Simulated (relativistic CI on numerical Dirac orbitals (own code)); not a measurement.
## Ni2+ in a cubic cluster: 3p photoemission with charge transfer

Computed with a charge-transfer multiplet model of a cubic metal-ligand cluster with up to 2 ligand holes, Slater and spin-orbit integrals from Dirac-Coulomb-Breit ions, Slater integrals scaled by 0.9. The ground state mixes d8 with configurations of k ligand holes L, whose averages lie at kΔ + k(k − 1)U_dd/2; a core hole lowers each added d electron by U_cd. 300 K, Lorentzian 0.9 eV and Gaussian 0.8 eV FWHM.

Atomic integrals in eV (Slater integrals scaled, ζ unscaled), ground: F2dd 10.953, F4dd 6.797, zeta_d 0.080; with the core hole: F2dd 11.950, F4dd 7.462, zeta_d 0.088, zeta_core 1.457, F2cd 12.854, G1cd 15.878, G3cd 9.674.

Cluster parameters (eV): Δ = 5.9, U_dd = 7.7, U_cd = 9.9, 10Dq = 1.15, 10Dq(ligand) = 0.6, final-state hopping factor = 0.8.

```
                              Case   n_d    d8   d9L  d10L2     S
V(eg) = 1.55 eV, V(t2g) = -0.68 eV  8.07  0.93  0.07   0.00  1.00
V(eg) = 2.15 eV, V(t2g) = -0.94 eV  8.12  0.88  0.12   0.00  1.00
V(eg) = 2.45 eV, V(t2g) = -1.07 eV  8.15  0.85  0.14   0.00  1.00
V(eg) = 3.05 eV, V(t2g) = -1.33 eV  8.20  0.80  0.19   0.01  1.00
V(eg) = 3.35 eV, V(t2g) = -1.46 eV  8.23  0.78  0.21   0.01  1.00
```

Weights, n_d and S are thermal averages at 300 K. Binding energies count from the first peak over 30 % of the highest in each spectrum, which can be another peak from case to case. The parameters are a model scan and need not match a compound or its usual spin state. Peaks in eV (height, largest 100):
- V(eg) = 1.55 eV, V(t2g) = -0.68 eV: 0.0 (100), 3.0 (48), 5.9 (55), 8.7 (50), 12.3 (27), 14.1 (22), 16.2 (17), 19.5 (23), 21.5 (25)
- V(eg) = 2.15 eV, V(t2g) = -0.94 eV: 0.0 (100), 4.0 (31), 5.9 (58), 9.5 (36), 15.1 (22), 17.3 (10), 20.4 (16), 22.4 (20)
- V(eg) = 2.45 eV, V(t2g) = -1.07 eV: 0.0 (100), 6.1 (59), 10.0 (31), 14.6 (22), 15.5 (23), 17.9 (8), 20.9 (13), 22.9 (17)
- V(eg) = 3.05 eV, V(t2g) = -1.33 eV: 0.0 (100), 6.6 (55), 10.8 (25), 16.3 (23), 21.9 (9), 24.0 (13)
- V(eg) = 3.35 eV, V(t2g) = -1.46 eV: 0.0 (100), 7.0 (50), 11.3 (23), 16.7 (23), 22.5 (7), 24.6 (12)

Curve for V(eg) = 1.55 eV, V(t2g) = -0.68 eV (points under 2 left out, the grid thinned):

E (eV), Intensity and a bar:
```
     -4.0        2.9 
     -3.4        3.8 #
     -2.7        5.7 #
     -2.1        9.0 ##
     -1.4       19.8 ######
     -0.8       51.1 ###############
     -0.1       98.7 ##############################
      0.5       88.9 ###########################
      1.2       67.2 ####################
      1.8       53.2 ################
      2.5       46.0 ##############
      3.1       47.9 ##############
      3.8       41.5 ############
      4.4       37.2 ###########
      5.1       43.1 #############
      5.7       53.6 ################
      6.4       51.2 ###############
      7.0       42.3 ############
      7.7       41.3 ############
      8.3       48.0 ##############
      9.0       47.8 ##############
      9.6       33.9 ##########
     10.2       20.1 ######
     10.9       13.6 ####
     11.5       17.5 #####
     12.2       26.2 ########
     12.8       23.2 #######
     13.5       19.7 #####
     14.1       21.8 ######
     14.8       20.0 ######
     15.4       17.4 #####
     16.1       17.2 #####
     16.7       15.8 ####
     17.4       10.4 ###
     18.0        7.4 ##
     18.7       11.7 ###
     19.3       21.2 ######
     20.0       18.4 #####
     20.6       14.0 ####
     21.3       23.8 #######
     21.9       21.5 ######
     22.6       10.8 ###
     23.2        7.4 ##
     23.9        3.5 
     24.5        2.0
```

For the case V(eg) = 2.45 eV, V(t2g) = -1.07 eV, Δ = 5.9 eV is smaller than U_dd = 7.7 eV, the charge-transfer side of the Zaanen-Sawatzky-Allen scheme. With the core hole the average of the configuration with one ligand hole lies at Δ − U_cd = -4.0 eV before mixing: it lies below the unscreened one, so the lowest final states are mostly screened and the unscreened weight appears at higher binding energy as a satellite.
